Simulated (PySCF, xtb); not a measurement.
C2H5O2, SMILES [OH+]=COC, charge +1.

GFN2-xTB (xtb) at its own geometry gives an orbital gap of 4.81 eV.

Coordinates come from a B3LYP-D3(BJ)/def2-SVP optimisation. The isomer is the one that the SMILES or the coordinates give; other isomers of the formula were not compared. The values are those of a single conformer.

Q: What does PBE0/def2-TZVPD run with PySCF give? (The exact figures need the calculation; the answer reports its results.)

A: gap 8.90 eV (levels -16.42 and -7.53 eV).
